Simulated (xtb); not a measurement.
HB, charge +1, doublet, geometry from GFN2-xTB (a state made from the parent by changing its charge; the spin is typed, not shown lowest); GFN2-xTB run with xtb.

The xtb input:
```
$ xtb mol.xyz --gfn 2 --chrg 1 --uhf 1 --etemp 1000 --json

# file mol.xyz
2

B     -0.00000000    -0.00000000    -0.19907760
H      0.00000000     0.00000000     0.99538801
```

Predict the main parts of the log of this xtb run.


```
   ID    Z sym.   atoms
    1    5 B      1
    2    1 H      2

           -------------------------------------------------
          |                Calculation Setup                |
           -------------------------------------------------

           -------------------------------------------------
          |                 G F N 2 - x T B                 |
           -------------------------------------------------

          ...................................................
          :                      SETUP                      :
          :.................................................:
          :  # basis functions                   5          :
          :  # atomic orbitals                   5          :
          :  # shells                            3          :
          :  # electrons                         3          :
          :  max. iterations                   250          :
          :  Hamiltonian                  GFN2-xTB          :
          :  restarted?                      false          :
          :  GBSA solvation                  false          :
          :  PC potential                    false          :
          :  electronic temp.         1000.0000000     K    :
          :  accuracy                    1.0000000          :
          :  -> integral cutoff          0.2500000E+02      :
          :  -> integral neglect         0.1000000E-07      :
          :  -> SCF convergence          0.1000000E-05 Eh   :
          :  -> wf. convergence          0.1000000E-03 e    :
          :  Broyden damping             0.4000000          :
          :  net charge                          1          :
          :  unpaired electrons                  1          :
          ...................................................

 iter      E             dE          RMSdq      gap      omega  full diag
   1     -0.9607933 -0.960793E+00  0.171E+01    0.03       0.0  T
   2     -0.9923935 -0.316002E-01  0.123E+01    0.54       1.0  T
   3     -0.9925483 -0.154815E-03  0.680E+00    0.58       1.0  T
   4     -0.9925728 -0.245640E-04  0.136E-01    0.62       1.0  T
   5     -0.9925784 -0.552792E-05  0.541E-02    0.63       1.3  T
   6     -0.9925785 -0.110520E-06  0.279E-02    0.63       2.5  T
   7     -0.9925785 -0.178701E-07  0.639E-03    0.63      11.1  T
   8     -0.9925785 -0.207419E-09  0.591E-03    0.63      12.0  T
   9     -0.9925785 -0.112806E-08  0.938E-04    0.63      75.4  T
  10     -0.9925785 -0.286844E-10  0.712E-08    0.63  100000.0  T

   *** convergence criteria satisfied after 10 iterations ***

         :::::::::::::::::::::::::::::::::::::::::::::::::::::
         ::                     SUMMARY                     ::
         :::::::::::::::::::::::::::::::::::::::::::::::::::::
         :: total energy              -0.983064857889 Eh    ::
         :: gradient norm              0.000205876950 Eh/a0 ::
         :: HOMO-LUMO gap              0.628253408827 eV    ::
         ::.................................................::
         :: SCC energy                -0.992578492522 Eh    ::
         :: -> isotropic ES            0.225115125826 Eh    ::
         :: -> anisotropic ES         -0.004613488564 Eh    ::
         :: -> anisotropic XC         -0.002666344268 Eh    ::
         :: -> dispersion             -0.000065654996 Eh    ::
         :: repulsion energy           0.009513634633 Eh    ::
         :: add. restraining           0.000000000000 Eh    ::
         :: total charge               1.000000000000 e     ::
         :::::::::::::::::::::::::::::::::::::::::::::::::::::

           -------------------------------------------------
          |                Property Printout                |
           -------------------------------------------------

    * Orbital Energies and Occupations

         #    Occupation            Energy/Eh            Energy/eV
      -------------------------------------------------------------
         1        2.0000           -0.9102739             -24.7698
         2        0.9641           -0.8268405             -22.4995 (HOMO)
         3        0.0180           -0.8037526             -21.8712 (LUMO)
         4        0.0180           -0.8037526             -21.8712
         5                         -0.1206802              -3.2839
      -------------------------------------------------------------
                  HL-Gap            0.0230879 Eh            0.6283 eV
             Fermi-level           -0.8424914 Eh          -22.9254 eV

     #   Z          covCN         q      C6AA      α(0)
     1   5 B        0.929     0.726    38.808    13.105
     2   1 H        0.929     0.274     0.792     1.391

 Mol. C6AA /au·bohr⁶  :         50.320458
 Mol. C8AA /au·bohr⁸  :       1791.222231
 Mol. α(0) /au        :         14.496109

Wiberg/Mayer (AO) data.
largest (>0.10) Wiberg bond orders for each atom

 ---------------------------------------------------------------------------
     #   Z sym  total        # sym  WBO       # sym  WBO       # sym  WBO
 ---------------------------------------------------------------------------
     1   5 B    0.924 --     2 H    0.924
     2   1 H    0.924 --     1 B    0.924
 ---------------------------------------------------------------------------

Topologies differ in total number of bonds
Writing topology from bond orders to xtbtopo.mol

molecular dipole:
                 x           y           z       tot (Debye)
 q only:        0.000       0.000       0.242
   full:       -0.000       0.000      -0.108       0.273
molecular quadrupole (traceless):
                xx          xy          yy          xz          yz          zz
 q only:       -0.536       0.000      -0.536       0.000       0.000       1.071
  q+dip:       -1.160       0.000      -1.160       0.000      -0.000       2.320
   full:       -0.092      -0.000      -0.092       0.000      -0.000       0.184

           -------------------------------------------------
          | TOTAL ENERGY               -0.983064857889 Eh   |
          | GRADIENT NORM               0.000205876950 Eh/α |
          | HOMO-LUMO GAP               0.628253408827 eV   |
           -------------------------------------------------

normal termination of xtb
```
